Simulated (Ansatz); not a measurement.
C2H3N, triplet, geometry from GFN2-xTB (a higher spin typed on purpose: for a closed-shell molecule this is an excited state); Ansatz (a quantum-chemistry and plane-wave program) with CAM-B3LYP/STO-3G.

Ansatz was given this input:
Ansatz 0.2 input:
```yaml
crystal:
  periodic: [false, false, false]
  atoms:
    - {symbol: C, position_ang: [-1.07799219, 0.02838501, 0.00627118]}
    - {symbol: C, position_ang: [0.34217185, -0.47008600, 0.13522217]}
    - {symbol: N, position_ang: [1.23983392, 0.32551057, -0.11379751]}
    - {symbol: H, position_ang: [-1.55551587, -0.60779227, -0.73783391]}
    - {symbol: H, position_ang: [-1.53194100, -0.09395255, 0.98882234]}
    - {symbol: H, position_ang: [-1.17645856, 1.07337678, -0.30336599]}
basis:
  gaussian:
    orbitals: STO-3G
hamiltonian:
  xc: cam_b3lyp
magnetization: {spin_polarized: true, initial_magnetization: 2}
```

What the program printed (banner, timings and long lists left out):

```
Functional definition: CAM-B3LYP
248 factors; integrals over basis functions are off by at most 3.1e-5 eV
93 factors; integrals over basis functions are off by at most 2.8e-6 eV
mean field evaluation 1: about -3557.6148 eV, gradient 1.5e1 eV
mean field evaluation 2: about -3556.3653 eV, gradient 2.3e1 eV
mean field evaluation 4: about -3559.4117 eV, gradient 8.6e-1 eV
mean field evaluation 8: about -3559.3956 eV, gradient 7.4e-2 eV
mean field evaluation 16: about -3559.3961 eV, gradient 4.5e-5 eV
mean field -3559.39606995 eV, -130.8053929253 hartree, gradient 4.5e-5 eV, S^2 2.000747; 1 other end points of the search recorded, 0 dependent functions left out
reference -3559.39613331 eV, -130.8053952539 hartree; 12, 10 occupied and 6, 8 virtual orbitals, 248 factors
Total energy: -3559.39613331 eV, -130.8053952539 hartree
```
